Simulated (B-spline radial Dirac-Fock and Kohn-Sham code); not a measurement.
Zr 5s: cross section and angular parameters

System: neutral zirconium, configuration 1s2 2s2 2p6 3s2 3p6 3d10 4s2 4p6 4d2 5s2; threshold 5.87 eV (orbital energy of the model). These are calculated numbers from an atomic code on a B-spline grid; the model is Dirac-Hartree-Slater photoionisation with a Latter tail; cross sections with all multipoles, angular parameters from the dipole term and its interference with E2.

The run's input, task.json:

```json
{"items": [{
  "Z": 40,
  "q": 0,
  "cfg": [[1, 0, 2], [2, 0, 2], [2, 1, 6], [3, 0, 2], [3, 1, 6], [3, 2, 10], [4, 0, 2], [4, 1, 6], [4, 2, 2], [5, 0, 2]],
  "A": 90,
  "rrms": 4.2694,
  "do": "xps",
  "hv": [60, 67.4, 103.0, 110.0, 150, 162.0, 171.0, 252.0, 319.0, 400, 414.0, 529.0, 558.0, 600, 680.0, 1340.0, 1486.9, 2000, 2640.0, 2984.4, 5310.0, 6000, 6610.0, 6900.0, 8730.0, 10000.0, 10200.0, 10600.0, 11100.0],
  "edges": {"K": 17998.0, "L1": 2532.0, "L2": 2307.0, "L3": 2223.0, "M1": 430.3, "M2": 343.5, "M3": 329.8, "M4": 181.1, "M5": 178.8}
}]}
```

Run with: `python xray2_run.py task.json out`

| hν (eV) | σ (kb) | β | γ |
| --- | --- | --- | --- |
| 60 | 56.4 | 1.983 | 0.090 |
| 67.4 | 49.5 | 1.985 | 0.113 |
| 103 | 29.8 | 1.989 | 0.181 |
| 110 | 27.5 | 1.989 | 0.189 |
| 150 | 18.3 | 1.991 | 0.225 |
| 162 | 16.5 | 1.992 | 0.231 |
| 171 | 15.3 | 1.992 | 0.235 |
| 252 | 8.68 | 1.994 | 0.245 |
| 319 | 6.04 | 1.994 | 0.233 |
| 400 | 4.21 | 1.995 | 0.209 |
| 414 | 3.99 | 1.995 | 0.204 |
| 529 | ? | ? | ? |
| 558 | 2.44 | 1.995 | 0.153 |
| 600 | 2.16 | 1.996 | 0.138 |
| 680 | 1.75 | 1.996 | 0.111 |
| 1340 | 0.539 | 1.997 | -0.041 |
| 1486.9 | 0.447 | 1.997 | -0.057 |
| 2000 | 0.260 | 1.997 | -0.082 |
| 2640 | 0.153 | 1.997 | -0.059 |
| 2984.4 | 0.121 | 1.997 | -0.031 |
| 5310 | 0.0375 | 1.997 | 0.269 |
| 6000 | 0.0290 | 1.997 | 0.370 |
| 6610 | 0.0235 | 1.997 | 0.460 |
| 6900 | 0.0215 | 1.997 | 0.502 |
| 8730 | 0.0128 | 1.997 | 0.765 |
| 10000 | 0.00943 | 1.997 | 0.942 |
| 10200 | 0.00901 | 1.997 | 0.969 |
| 10600 | 0.00826 | 1.996 | 1.023 |
| 11100 | 0.00743 | 1.996 | 1.090 |

Question: Give the values at 529 eV.

Answer: σ = 2.67 kb, β = 1.995, γ = 0.163. For an s subshell δ is negligible.
